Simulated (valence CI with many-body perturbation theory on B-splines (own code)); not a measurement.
# Ho⁵¹⁺: key properties

Level of theory: configuration interaction combined with many-body perturbation theory (CI+MBPT): six valence electrons over a frozen Dirac-Fock core [Ne], radial functions for each j: 9 s, 9 p, 8 d, 6 f, 3 g, 1 h, with the one-electron correlation potential Σ1, the two-electron term Σ2, the three-electron term Σ3, Breit, model QED; selected CI, second order for the rest, scaled by the run's own slope (own B-spline code, finite nucleus).

The last digits are not significant, and no measured levels were compared; by estimate large intervals hold to a few tenths of a per cent, small ones and those within an open d or f shell to about a per cent. Among the levels kept, up to 1100 cm⁻¹ of a level comes from second order outside the variational space, and about a tenth of that is noise between levels of different J, which matters for small intervals.

Levels are named by their leading jj configuration (3d3/2^4 stands for four electrons in 3d with j = 3/2), which in mixed levels can hold well under half, so a name can repeat and another be missing.

Rates and lifetimes use the calculated energies. Strong lines usually hold to 10 to 20 %, long lifetimes can be off by a factor of two.

Task: What is the ground level?

Result: (3s^2 3p1/2^2 3p3/2^2) J=2, composition 69 % 3s²3p⁴ ³P + 30 % 3s²3p⁴ ¹D, g = 1.337.

Task: How well does LS coupling describe the low levels?

Result: Among the lowest 20 levels the leading LS term, summed over configurations, holds 51 % on average. For single configurations the figures are 49 % in LS and 95 % in jj coupling. Terms mix most in the J = 3 level at 1726.0 × 10³ cm⁻¹, where the leading one holds 28 %.

Task: Where does the other parity begin?

Result: At (3s^2 3p1/2^2 3p3/2 3d3/2) J=2, 1663.5 × 10³ cm⁻¹.

Task: Name the longest-lived excited levels whose lifetime is computed, and their main decay.

Result: (3s^2 3p1/2^2 3p3/2 3d3/2) J=0 at 1723.9 × 10³ cm⁻¹ lives 94.1 ms, mostly by M2 to (3s^2 3p1/2^2 3p3/2^2) J=2; (3s^2 3p1/2^2 3p3/2^2) J=0 at 139.39 × 10³ cm⁻¹ lives 87.8 ms, mostly by E2 to (3s^2 3p1/2^2 3p3/2^2) J=2; (3s^2 3p1/2^2 3p3/2 3d5/2) J=4 at 2099.7 × 10³ cm⁻¹ lives 1.57 μs, mostly by M1 to (3s^2 3p1/2^2 3p3/2 3d3/2) J=3.

Task: What is the ionisation energy?

Result: 4695.4 eV; NIST lists 4693 ± 4 eV (theoretical).
